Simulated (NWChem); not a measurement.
Species: CdClF; SMILES [F][Cd][Cl]

Results from NWChem. All runs use the structure optimised with PBE0/def2-SVP. def2 effective core potentials on Cd; no spin-orbit coupling. B3LYP is NWChem's, with the RPA form of VWN correlation. Vertical excitations in the gas phase; the lowest state need not have the same character in each row.

```
level                                       lowest excitation, singlet (eV)  oscillator strength of that lowest state  orbital gap (eV)
------------------------------------------  -------------------------------  ----------------------------------------  ----------------
PBE/def2-SVPD, TDA                                                     4.65                                     0.006              4.47
B3LYP/def2-SVPD, TDA                                                    ___                                     0.009               ___
BHandHLYP/def2-SVPD, TDA                                               5.77                                     0.016              8.80
LDA (Slater exchange, VWN5)/def2-SVPD, TDA                             4.57                                     0.006              4.36
```

**Question.** What belongs in the gaps?

**Answer.** 
- B3LYP/def2-SVPD, TDA, lowest excitation, singlet (eV): 5.04
- B3LYP/def2-SVPD, TDA, orbital gap (eV): 6.17
